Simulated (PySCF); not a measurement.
# EPR parameters of C5H8F3S

Compound: C₅H₈F₃S (doublet state).
Z-matrix (Å and degrees, GFN2-xTB geometry), rows numbered from 1:
```
C 
C   1  1.5379
C   2  1.4843  1  110.87
C   3  1.4818  2  121.79  1    71.23
S   3  1.7183  2  118.07  1  -108.79
C   5  1.8738  3  101.86  2   126.94
F   6  1.3350  5  111.09  3   -46.39
F   6  1.3273  5  110.25  3  -166.26
F   6  1.3353  5  112.40  3    73.51
H   1  1.0868  2  110.26  3    58.84
H   1  1.0867  2  109.84  3   178.70
H   1  1.0866  2  110.54  3   -61.25
H   2  1.0945  1  108.53  3   120.94
H   2  1.0908  1  109.15  3  -120.94
H   4  1.0883  3  110.20  2    22.09
H   4  1.0901  3  111.06  2   143.47
H   4  1.0953  3  111.52  2   -97.37
```

The hyperfine couplings belong to this conformer and change with its torsions.

Identity: `CC[C](C)SC(F)(F)F` [radical].

The calculation used UKS B3LYP, pcH-1 on C F H S, non-relativistic, mean-field spin-orbit, GIAO in PySCF 2.14.0. Geometry: GFN2-xTB, one conformer, isolated molecule. A GFN2-xTB geometry isn't a minimum of the functional, and hyperfine couplings can be far from their values at a DFT geometry. Stability of the SCF solution: not tested.

```json
{
 "g1, g2, g3": "2.00189, 2.00226, 2.00416",
 "g_iso": "2.00277",
 "Form of g": "rhombic: the two nearest values differ by 16 % of g3 − g1",
 "⟨S²⟩": "0.7557 (exact 0.7500)",
 "HOMO–LUMO gap, α and β orbitals": "5.58, 5.17 eV"
}
```

Hyperfine couplings atom by atom, in MHz; T1 to T3 are the principal values of the dipolar part:

```
atom  isotope  a_iso  of which spin–orbit     T1     T2     T3  Mulliken spin population
  C1      13C   67.4                  0.0   -5.5   -5.4   10.9                      0.05
  C2      13C  -23.9                  0.0   -2.4   -0.3    2.6                     -0.07
  C3      13C   89.1                  0.0  -73.5  -72.9  146.4                      0.85
  C4      13C  -26.2                  0.0   -2.1    0.1    2.0                     -0.07
  S5      33S   25.4                 -0.2  -14.1   -8.6   22.7                      0.05
  C6      13C  106.4                  0.0   -7.8   -7.2   15.1                      0.06
  F7      19F   16.6                  0.1  -17.6  -10.5   28.2                      0.00
  F8      19F   37.9                  0.1  -22.5  -22.4   44.8                      0.01
  F9      19F   -5.9                  0.0   -3.9   -1.2    5.1                      0.00
 H10       1H   -3.7                  0.0   -5.1   -1.7    6.7                      0.00
 H11       1H   14.3                  0.0   -3.3   -1.6    4.9                      0.01
 H12       1H   -3.8                  0.0   -4.5   -1.8    6.3                      0.00
 H13       1H   47.4                  0.0   -4.3   -4.2    8.5                      0.02
 H14       1H   11.0                  0.0   -4.6   -4.0    8.6                      0.00
 H15       1H   25.8                  0.0   -4.3   -3.5    7.8                      0.01
 H16       1H   46.0                  0.0   -4.5   -3.2    7.8                      0.02
 H17       1H  117.2                  0.0   -4.6   -3.8    8.3                      0.05
```

The Mulliken spin populations are largest on C3 (+0.85), C4 (-0.07), C2 (-0.07) and C6 (+0.06). No atom but C3 exceeds +0.15. The positive populations add up to 1.14 and the negative ones to -0.14, together 2S = 1. The angles at C3 add up to 360.0°, so it is planar.

Under fast tumbling the dipolar parts average out, and these isotropic splittings remain: 3 × 1H (H15/H16/H17, I = 1/2, 4 lines) with 2.25 mT, 2 × 1H (H13/H14, I = 1/2, 3 lines) with 1.04 mT, 3 × 19F (F7/F8/F9, I = 1/2, 4 lines) with 0.58 mT and 3 × 1H (H10/H11/H12, I = 1/2, 4 lines) with 0.08 mT.

Nuclei that the bonding pattern makes equivalent are averaged, as if the motion that swaps them (rotation, inversion, ring flip) were fast. The three 1H nuclei of mean +63.0 MHz run from 25.8 to 117.2 MHz in the frozen geometry. The three 19F nuclei of mean +16.2 MHz run from -5.9 to 37.9 MHz in the frozen geometry. The 1H value of +29.2 MHz is a mean of couplings from 11.0 to 47.4 MHz in this one geometry, not an average over conformers.

The 13C coupling of C6 (106.4 MHz) shows only in satellite lines or after enrichment, since that isotope makes up about 1.07 % of natural carbon.

The 33S coupling of S5 (25.4 MHz) shows only in satellite lines or after enrichment, since that isotope makes up about 0.76 % of natural sulfur.

The spin density at the nucleus, in bohr⁻³, is negative for C4 (-0.0233) and C2 (-0.0212), for instance. A restricted open-shell determinant has no negative spin density anywhere; here it arises because α and β orbitals differ (spin polarisation).

Time: 5.7 min (with the writing of density and orbital grids); peak memory 1.1 GiB. Hardware: one thread of an Intel Xeon at 2.50 GHz, no GPU, shared host.
